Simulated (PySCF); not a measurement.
C2F5, SMILES F[C](F)C(F)(F)F, multiplicity 2.

Geometry optimised at PBE0-D3(BJ)/def2-SVP.

The numbers are results of PySCF with SMD-ωB97X/6-31G*, not measurements.

Solvation free energies are E(SMD) − E(gas) at the gas-phase geometry, for 1 M in both phases. In vacuum the dipole moment is 0.42 D.

Task: Estimate the solvation free energies in water, chloroform, acetone. (The exact figures need the calculation; the answer reports its results.)

Result: 
```json
[
 {"solvent": "water", "ΔG(solv) (kcal/mol)": "4.3", "its non-electrostatic (CDS) part": "5.3", "dipole (D)": "0.50"},
 {"solvent": "chloroform", "ΔG(solv) (kcal/mol)": "0.9", "its non-electrostatic (CDS) part": "1.6", "dipole (D)": "0.48"},
 {"solvent": "acetone", "ΔG(solv) (kcal/mol)": "1.0", "its non-electrostatic (CDS) part": "2.0", "dipole (D)": "0.49"}
]
```
